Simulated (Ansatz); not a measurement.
Coupled-cluster run, `O=C(O)c1ccc(Cl)cc1`.

```yaml
crystal:
  periodic: [false, false, false]
  atoms:
    - {symbol: O, position_ang: [2.972844, -0.251564, -0.284215]}
    - {symbol: C, position_ang: [1.909584, -0.699228, -0.627308]}
    - {symbol: O, position_ang: [1.807279, -1.733574, -1.480337]}
    - {symbol: C, position_ang: [0.597123, -0.191575, -0.173698]}
    - {symbol: C, position_ang: [0.582810, 0.880330, 0.713130]}
    - {symbol: C, position_ang: [-0.614832, 1.395158, 1.169637]}
    - {symbol: C, position_ang: [-1.803309, 0.828012, 0.731123]}
    - {symbol: Cl, position_ang: [-3.301963, 1.464128, 1.295614]}
    - {symbol: C, position_ang: [-1.808088, -0.240884, -0.152747]}
    - {symbol: C, position_ang: [-0.603284, -0.748652, -0.603609]}
    - {symbol: H, position_ang: [2.712428, -1.983603, -1.710328]}
    - {symbol: H, position_ang: [1.527281, 1.300483, 1.036343]}
    - {symbol: H, position_ang: [-0.637351, 2.228726, 1.859528]}
    - {symbol: H, position_ang: [-2.748406, -0.665364, -0.479685]}
    - {symbol: H, position_ang: [-0.592125, -1.582382, -1.293430]}
basis:
  gaussian: {orbitals: def2-TZVPP}
correlation: {method: ccsd_t}
output: {orbitals: {seedname: orbitals}}
```

```sh
$ ansatz run in.yaml --threads 2 --pin off --events-out ev --progress --plain --max-ram 32768MiB --backend cuda --devices 0, --max-vram 18GiB
```

The program prints (abridged):

```
Functional definition: HF
  name "HF"
  cite "Fock, Z. Phys. 61, 126 (1930) doi:10.1007/BF01340294"
  parent pbe
  exchange = exact_x
  correlation = 0
2422 factors; integrals over basis functions are off by at most 9.0e-4 eV
mean field evaluation 1: about -23868.5622 eV, gradient 5.3e1 eV
mean field evaluation 2: about -23869.1518 eV, gradient 5.3e1 eV
mean field evaluation 4: about -23875.5734 eV, gradient 6.4e0 eV
mean field evaluation 8: about -23875.7080 eV, gradient 6.2e-1 eV
mean field evaluation 16: about -23875.7104 eV, gradient 5.8e-6 eV
mean field -23875.71041009 eV, -877.4161740332 hartree, gradient 5.8e-6 eV, S^2 0.000000; 0 other end points of the search recorded, 0 dependent functions left out; unrestricted orbitals would lower it
14 core orbitals not correlated: weight in the atoms' cores, before any rotation towards them, 1.000 or more for the frozen orbitals, at most 0.000 for the correlated occupied ones
reference -23875.71041009 eV, -877.4161740332 hartree; 26, 26 occupied and 351, 351 virtual orbitals, 2422 factors
second order -47.26096874 eV of doubles, -0.00000000 eV of singles
cycle   1  -46.42961434 eV  change    8.3e-1 eV  update   1.7e-1
cycle   2  -47.67627717 eV  change    -1.2e0 eV  update   5.4e-2
cycle   3  -47.95836216 eV  change   -2.8e-1 eV  update   2.5e-2
cycle   4  -47.93872792 eV  change    2.0e-2 eV  update   7.2e-3
cycle   5  -47.93382826 eV  change    4.9e-3 eV  update   3.7e-3
cycle   6  -47.93686618 eV  change   -3.0e-3 eV  update   1.3e-3
cycle   7  -47.93661786 eV  change    2.5e-4 eV  update   5.6e-4
cycle   8  -47.93623087 eV  change    3.9e-4 eV  update   2.3e-4
cycle   9  -47.93632889 eV  change   -9.8e-5 eV  update   8.9e-5
cycle  10  -47.93642836 eV  change   -9.9e-5 eV  update   3.2e-5
cycle  11  -47.93635283 eV  change    7.6e-5 eV  update   1.5e-5
cycle  12  -47.93637026 eV  change   -1.7e-5 eV  update   6.2e-6
perturbative correction -2.45519574 eV, -0.0902267793 hartree
Total energy: -23926.10197610 eV, -879.2680299272 hartree
```

Run time 47 s (2 threads of an AMD EPYC 7R13 on a shared host and a share of an NVIDIA H100 80 GB); peak host memory 0.88 GiB.

MP2 recovers 93.8 % of the CCSD(T) correlation energy and the triples give 4.9 %; T1 = 0.0132.
